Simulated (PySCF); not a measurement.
# Tl⁶⁹⁺: ionisation energy

Tl⁶⁹⁺ [Ne] 3s2 (1S) → Tl⁷⁰⁺ [Ne] 3s1 (2S), as a difference of total energies. All numbers are calculated (PySCF 2.14, the spin-free X2C one-electron Hamiltonian (Gaussian nucleus), in an uncontracted even-tempered set (17 s from 22 bohr⁻², ratio 2.5; 12 p from 29 bohr⁻², ratio 2.5; 4 d from 100 bohr⁻², ratio 2.7; 4 f from 150 bohr⁻², ratio 2.7)). Correlated levels: outer shells: 1s2 frozen; virtual orbitals above 40 to 60 times the deepest correlated orbital energy dropped. The calculations carry no spin-orbit coupling.

| method | ionisation energy (eV) |
| --- | --- |
| UHF | 8737.3 |
| MP2 (outer shells) | 8740.6 |
| SCS-MP2 (outer shells) | 8741.0 |
| CCSD (outer shells) | 8740.9 |
| CCSD(T) (outer shells) | 8740.9 |

Q: How much does correlation contribute at CCSD(T) (outer shells)?

A: 8740.9 − (8737.3) = 3.6 eV, measured against UHF.

Breit and QED terms and the two-electron picture change are absent.

For comparison: 8730 ± 50 eV (theoretical estimate listed by NIST; NIST Atomic Spectra Database, ionization energies).
